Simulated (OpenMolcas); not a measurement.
**Rh4+: moving or changing the point charges**

Rh4+ among 8 point charges of -1.2 e arranged as a cube (Oh), 2.14 Å from the ion.

```json
{"Program": "OpenMolcas", "Method": "CASSCF", "Basis": "ANO-RCC-VDZP [6s5p3d1f]", "Scalar Hamiltonian": "DKH2, point nucleus", "Active space": "5 electrons in 5 orbitals (4d)", "State averaging": "2S+1 = 6 even, 1 root; 2S+1 = 4 even, 24 roots; 2S+1 = 2 even, 75 roots", "Spin-orbit coupling": "RASSI with atomic mean-field integrals over the reference wave functions"}
```

Runs around this geometry, states (labels of O, the rotations of Oh). Energies in cm-1 above the lowest state or level, χT in cm3 K/mol; 10Dq and B are least-squares fits to the states below 45000 cm-1, weighted by degeneracy, with a free offset, and given where the rms deviation is under 5 % of |10Dq| (or 100 cm-1) and under 700 cm-1; 10Dq is negative for this site.

```tsv
R (Å)	q (e)	Ground state	10Dq	B (rms of fit)	First gap with spin-orbit (degeneracies)	χT at 300 K	First state of another spin
2.14	-0.6	6A1	-1397	1003 (21)	29661 (6, 4)	4.368	4T1 30062
1.94	-1.2	6A1	-4494	1000 (65)	0.1 (4, 2)	4.367	4T1 27907
2.14	-1.2	6A1	-2805	1002 (43)	0.1 (4, 2)	4.368	4T1 29247
2.36	-1.2	6A1	-1743	1003 (27)	0.1 (4, 2)	4.368	4T1 29907
```

Taking |10Dq| as R^-n, n = -ln(1743 / 4494) / ln(2.36 / 1.94) = 4.8 between the shortest and longest distance. The point-charge formula for a cubic d site gives n = 5.

Scaling the charges by -0.6 / -1.2 = 0.50 scales |10Dq| by 1397 / 2805 = 0.50; with fixed orbitals a first-order splitting would follow the charge.

Without dynamic correlation the repulsion within the d shell is too large (B by tens of per cent), so at a given field states of lower spin stand too high. Point charges give a weaker field than real ligands, and real ions of this kind are as a rule low spin; the high spin found here belongs to the model. Point charges carry no covalency, so the field is a model and not that of real ligands. No measured value stands beside these numbers.
